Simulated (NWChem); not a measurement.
Species: CH₄NO cation; SMILES NC=[OH+]

```xyz
7

N      0.1727    -1.1126     0.0000
C     -0.4284     0.0362     0.0000
O      0.1227     1.1868     0.0000
H      1.1878    -1.2212     0.0000
H     -0.3786    -1.9708     0.0000
H     -1.5261     0.0609     0.0000
H      1.0968     1.2080     0.0000
```
Atoms are numbered in this order, from 1.

All runs: NWChem. Geometry: optimised at PBE0/def2-SVP.

For level KT2/def2-TZVP:

```yaml
highest occupied level (eV): -14.63
orbital gap (eV): 6.49
```

Task: Estimate the same quantities for level MPW1K/def2-TZVP.

Result: 
- highest occupied level (eV) = -17.15
- orbital gap (eV) = 10.89
